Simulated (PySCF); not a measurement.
Gas-phase reaction: GeHCl₃ + 3 HCl ⇌ GeH₄ + 3 Cl₂, at 800 K and a standard pressure of 1 bar. Level: PBE0/def2-QZVP†.

Computed with PySCF and rigid-rotor harmonic-oscillator thermochemistry at 1 bar. † marks an energy on the PBE0/def2-TZVP geometry and frequencies. All species are closed-shell singlets. Ge: all electrons, no relativistic terms. The harmonic model lacks anharmonicity and excited electronic states, which grow with temperature; levels with a mode under 35 cm⁻¹ are left out.

| species | E (Ha) | H(800 K) − E (kJ/mol) | S°(800 K) (J/mol/K) |
|---|---|---|---|
| GeHCl₃ | -3457.74906 | 96.5 | 419.6 |
| HCl | -460.67968 | 41.4 | 215.8 |
| GeH₄ | -2079.16488 | 120.4 | 277.4 |
| Cl₂ | -920.11753 | 30.5 | 257.8 |
E: electronic energy; H − E holds the zero-point and thermal terms. 1 Ha = 2625.5 kJ/mol.

Question: Work out ΔH°, ΔS°, ΔG° and log10 K from these numbers.

Answer: 1. ΔE = 1×(-2079.16488) + 3×(-920.11753) − 1×(-3457.74906) − 3×(-460.67968) = 0.27063 Ha = 710.5 kJ.
2. Δ(H − E) = 1×(120.4) + 3×(30.5) − 1×(96.5) − 3×(41.4) = -8.8 kJ, so ΔH° = 701.7 kJ.
3. ΔS° = 1×(277.4) + 3×(257.8) − 1×(419.6) − 3×(215.8) = -16.2 J/K; the number of gas molecules stays the same.
4. ΔG° = ΔH° − TΔS° = 701.7 − 800×(-16.2)/1000 = 714.7 kJ.
5. log10 K = −ΔG°/(RT ln 10) = -46.65, with RT ln 10 = 15.32 kJ/mol; at standard pressures the reactants are favoured.
6. A shift of 10 kJ in ΔE would move log10 K by 0.65 here.
For scale, ΔH°(298 K) is 707 kJ at this level, 714 kJ at ωB97M-V/def2-TZVP†, and runs from 550 to 815 kJ over the 20 levels computed.
